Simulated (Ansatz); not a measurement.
Geometry optimisation of `F[CH2][SnH2][SiH3]`.

```yaml
crystal:
  periodic: [false, false, false]
  atoms:
    - {symbol: F, position_ang: [-0.516617, 2.210671, 0.062278]}
    - {symbol: C, position_ang: [-0.865064, 1.318425, 1.068019]}
    - {symbol: Sn, position_ang: [0.408247, -0.472241, 0.857791]}
    - {symbol: Si, position_ang: [0.487139, -0.947012, -1.677903]}
    - {symbol: H, position_ang: [-0.718083, 1.797256, 2.060900]}
    - {symbol: H, position_ang: [-1.936616, 1.039501, 0.964077]}
    - {symbol: H, position_ang: [-0.256881, -1.787230, 1.771751]}
    - {symbol: H, position_ang: [1.979830, -0.107312, 1.486346]}
    - {symbol: H, position_ang: [1.245910, -2.212262, -1.977655]}
    - {symbol: H, position_ang: [-0.915857, -1.093787, -2.204089]}
    - {symbol: H, position_ang: [1.153292, 0.197092, -2.391013]}
basis:
  gaussian: {orbitals: def2-TZVP}
hamiltonian: {xc: pbe0, dispersion: d4}
relax: {f_tol: 0.005, max_steps: 150}
```

```sh
$ ansatz run in.yaml --threads 4 --pin off --events-out ev --progress --plain --max-ram 10444MiB
```

Output, abridged:

```
Functional definition: PBE0
mean field -17570.81339762 eV, -645.7154824376 hartree, gradient 6.2e-5 eV, S^2 0.000000; 0 other end points of the search recorded, 0 dependent functions left out
relax step   1: F+E_penalty+E_count = -17571.00358984 eV  Δ(F+E_penalty+E_count) = +0.000e0 eV  max|allowed force component| = 6.213e-1 eV/Å  Δτ_max = 0.0000 Å  (26 SCF iters, accepted)
mean field -17570.84720757 eV, -645.7167249301 hartree, gradient 1.8e-5 eV, S^2 0.000000; 0 other end points of the search recorded, 0 dependent functions left out
relax step   2: F+E_penalty+E_count = -17571.03831271 eV  Δ(F+E_penalty+E_count) = -3.472e-2 eV  max|allowed force component| = 2.368e-1 eV/Å  Δτ_max = 0.0948 Å  (30 SCF iters, accepted)
mean field -17570.85528016 eV, -645.7170215926 hartree, gradient 1.8e-5 eV, S^2 0.000000; 0 other end points of the search recorded, 0 dependent functions left out
relax step   3: F+E_penalty+E_count = -17571.04584324 eV  Δ(F+E_penalty+E_count) = -7.531e-3 eV  max|allowed force component| = 1.042e-1 eV/Å  Δτ_max = 0.0259 Å  (30 SCF iters, accepted)
mean field -17570.85529873 eV, -645.7170222747 hartree, gradient 1.8e-5 eV, S^2 0.000000; 0 other end points of the search recorded, 0 dependent functions left out
relax step   4: F+E_penalty+E_count = -17571.04583933 eV  Δ(F+E_penalty+E_count) = +3.910e-6 eV  max|allowed force component| = 8.362e-2 eV/Å  Δτ_max = 0.0091 Å  (31 SCF iters, rejected (line search))
mean field -17570.85625579 eV, -645.7170574463 hartree, gradient 1.8e-5 eV, S^2 0.000000; 0 other end points of the search recorded, 0 dependent functions left out
relax step   5: F+E_penalty+E_count = -17571.04673970 eV  Δ(F+E_penalty+E_count) = -8.965e-4 eV  max|allowed force component| = 4.636e-2 eV/Å  Δτ_max = 0.0045 Å  (31 SCF iters, accepted)
mean field -17570.85722173 eV, -645.7170929439 hartree, gradient 1.8e-5 eV, S^2 0.000000; 0 other end points of the search recorded, 0 dependent functions left out
relax step   6: F+E_penalty+E_count = -17571.04735370 eV  Δ(F+E_penalty+E_count) = -6.140e-4 eV  max|allowed force component| = 1.093e-2 eV/Å  Δτ_max = 0.0132 Å  (31 SCF iters, accepted)
mean field -17570.85773755 eV, -645.7171118997 hartree, gradient 1.8e-5 eV, S^2 0.000000; 0 other end points of the search recorded, 0 dependent functions left out
relax step   7: F+E_penalty+E_count = -17571.04763463 eV  Δ(F+E_penalty+E_count) = -2.809e-4 eV  max|allowed force component| = 2.301e-2 eV/Å  Δτ_max = 0.0133 Å  (32 SCF iters, accepted)
mean field -17570.85839847 eV, -645.7171361882 hartree, gradient 1.8e-5 eV, S^2 0.000000; 0 other end points of the search recorded, 0 dependent functions left out
relax step   8: F+E_penalty+E_count = -17571.04788664 eV  Δ(F+E_penalty+E_count) = -2.520e-4 eV  max|allowed force component| = 2.529e-2 eV/Å  Δτ_max = 0.0261 Å  (30 SCF iters, accepted)
mean field -17570.82160365 eV, -645.7157840034 hartree, gradient 1.5e-5 eV, S^2 0.000000; 0 other end points of the search recorded, 0 dependent functions left out
relax step   9: F+E_penalty+E_count = -17571.01115103 eV  Δ(F+E_penalty+E_count) = +3.674e-2 eV  max|allowed force component| = 1.009e0 eV/Å  Δτ_max = 0.0655 Å  (29 SCF iters, rejected (line search))
mean field -17570.85851831 eV, -645.7171405923 hartree, gradient 1.8e-5 eV, S^2 0.000000; 0 other end points of the search recorded, 0 dependent functions left out
relax step  10: F+E_penalty+E_count = -17571.04796217 eV  Δ(F+E_penalty+E_count) = -7.553e-5 eV  max|allowed force component| = 4.505e-3 eV/Å  Δτ_max = 0.0123 Å  (30 SCF iters, accepted)
mean field -17570.85867246 eV, -645.7171462570 hartree, gradient 1.8e-5 eV, S^2 0.000000; 0 other end points of the search recorded, 0 dependent functions left out
relax step  11: F+E_penalty+E_count = -17571.04798456 eV  Δ(F+E_penalty+E_count) = -2.239e-5 eV  max|allowed force component| = 7.830e-3 eV/Å  Δτ_max = 0.0127 Å  (31 SCF iters, accepted)
mean field -17570.85878482 eV, -645.7171503863 hartree, gradient 1.8e-5 eV, S^2 0.000000; 0 other end points of the search recorded, 0 dependent functions left out
relax step  12: F+E_penalty+E_count = -17571.04798864 eV  Δ(F+E_penalty+E_count) = -4.080e-6 eV  max|allowed force component| = 8.651e-3 eV/Å  Δτ_max = 0.0145 Å  (31 SCF iters, accepted)
mean field -17570.85880170 eV, -645.7171510065 hartree, gradient 1.8e-5 eV, S^2 0.000000; 0 other end points of the search recorded, 0 dependent functions left out
relax step  13: F+E_penalty+E_count = -17571.04800412 eV  Δ(F+E_penalty+E_count) = -1.548e-5 eV  max|allowed force component| = 7.131e-3 eV/Å  Δτ_max = 0.0038 Å  (31 SCF iters, accepted)
mean field -17570.85878291 eV, -645.7171503159 hartree, gradient 1.8e-5 eV, S^2 0.000000; 0 other end points of the search recorded, 0 dependent functions left out
relax step  14: F+E_penalty+E_count = -17571.04801024 eV  Δ(F+E_penalty+E_count) = -6.116e-6 eV  max|allowed force component| = 1.663e-3 eV/Å  Δτ_max = 0.0028 Å  (32 SCF iters, accepted)
mean field -17570.85878291 eV, -645.7171503159 hartree, gradient 4.8e-5 eV, S^2 0.000000; 1 other end points of the search recorded, 0 dependent functions left out
Total energy: -17571.04805133 eV, -645.7241058022 hartree
Atom 0 at    -0.536630     2.297546     0.178041 Å, force     0.000017     0.000117    -0.000250 eV/Å
Atom 1 at    -0.864138     1.316272     1.102520 Å, force    -0.000332    -0.000245     0.001436 eV/Å
Atom 2 at     0.401175    -0.427425     0.802521 Å, force    -0.000726     0.000194    -0.000889 eV/Å
Atom 3 at     0.496332    -0.973410    -1.697386 Å, force     0.000106     0.000167     0.000948 eV/Å
Atom 4 at    -0.728804     1.729505     2.104969 Å, force    -0.000294    -0.000584    -0.001044 eV/Å
Atom 5 at    -1.916178     1.053366     0.967005 Å, force     0.001663     0.000074    -0.000370 eV/Å
Atom 6 at    -0.273797    -1.714659     1.708662 Å, force    -0.000178    -0.000238     0.000315 eV/Å
Atom 7 at     1.952637    -0.088322     1.435757 Å, force     0.000105     0.000479     0.000466 eV/Å
Atom 8 at     1.252995    -2.233745    -1.920493 Å, force     0.000055    -0.000163    -0.000283 eV/Å
Atom 9 at    -0.883099    -1.144492    -2.225293 Å, force    -0.000356    -0.000001     0.000010 eV/Å
Atom 10 at     1.164807     0.128465    -2.435800 Å, force    -0.000061     0.000200    -0.000340 eV/Å
Dipole moment:    -0.104291    -0.186837     0.163522 e Å
```

It took 51 s on 4 threads of an Arm Neoverse V1 on a shared host, with 0.51 GiB of host memory at the peak.
